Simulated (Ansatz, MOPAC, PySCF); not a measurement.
Complex: CH4O (SMILES CO) (first 6 atoms) with CH4S (SMILES CS); geometry from B3LYP-D3(BJ)/def2-TZVP, rigid monomers moved along the line of their centres of mass till O2···H12 is 4.07 Å.
(charge 0, multiplicity 1):
```tsv
atom	x (Å)	y (Å)	z (Å)
C	-0.2896	-0.5451	0.0904
O	-0.1998	0.7684	0.6352
H	-1.2677	-0.7301	-0.3651
H	-0.1510	-1.2349	0.9213
H	0.4924	-0.7335	-0.6519
H	-0.2780	1.4103	-0.0770
C	-1.1045	-0.1382	5.7512
S	0.6773	-0.4975	5.6149
H	-1.6215	-0.3903	4.8282
H	-1.4884	-0.7590	6.5589
H	-1.2755	0.9080	5.9958
H	0.8899	0.2582	4.5242
```

Monomers are frozen at their geometry in the pair; levels with a basis set take the counterpoise correction. Rows marked so take none.

Frozen-core correlation. Rows in 3-21G, 6-31G*, STO-3G carry no dispersion term and start afresh at each structure (6-31G* with six Cartesian d functions). The state reached by PM6, PM7 isn't checked; PM7 holds dispersion and hydrogen-bond terms.

Codes used: Ansatz (a program for electronic structure); MOPAC for PM6, PM7 (differences of heats of formation); PySCF for 3-21G rows, 6-31G* rows, STO-3G rows, the dispersion terms. 

Other levels give for the interaction energy: PBE/def2-TZVPPD -0.55; B3LYP/def2-TZVPPD -0.41; B3LYP-D3(BJ)/def2-TZVPPD -0.67; wB97M-V/def2-TZVPPD -0.71; CCSD(T)/aug-cc-pV(D+d)Z -0.70 kcal/mol.

**Question.** What do these common cheap choices give for the same quantity: PM6, PM7, HF/STO-3G (no counterpoise), HF/6-31G* (no counterpoise), BP86/6-31G* (no counterpoise), B3LYP/3-21G (no counterpoise), B3LYP/6-31G* (no counterpoise), M06-2X/6-31G* (no counterpoise)?

**Answer.** PM6 -0.61; PM7 -1.00; HF/STO-3G (no counterpoise) -0.27; HF/6-31G* (no counterpoise) -0.61; BP86/6-31G* (no counterpoise) -0.47; B3LYP/3-21G (no counterpoise) -0.62; B3LYP/6-31G* (no counterpoise) -0.53; M06-2X/6-31G* (no counterpoise) -0.69 kcal/mol. They span -1.00 to -0.27 kcal/mol.
